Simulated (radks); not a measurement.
Q: Successive ionisation energies (eV) of one element, from differences of total energies of ions in their ground configurations, starting at charge 0: 8.085, 15.728, 33.027, 51.742, 73.182, 96.653, 122.14, 149.50, 232.60, 262.00, 292.25, 323.28, 357.56, 390.15, 456.57, 489.40, 1262.4, 1361.2, 1462.5, 1566.1, 1687.7, 1796.3. Method: Dirac Kohn-Sham, exchange-only PBE, spin-unpolarised, spherical densities, finite nucleus; open shells fill j = l - 1/2 first; Fermi nuclear charge, rms radius 3.7377 fm; computed with a radial shooting solver on a logarithmic mesh with Libxc functionals. Which element is it?

A: Iron (Z = 26). The first species listed is Fe in [Ar] 3d6 4s2, the last Fe21+ in [He] 2s2 2p1.
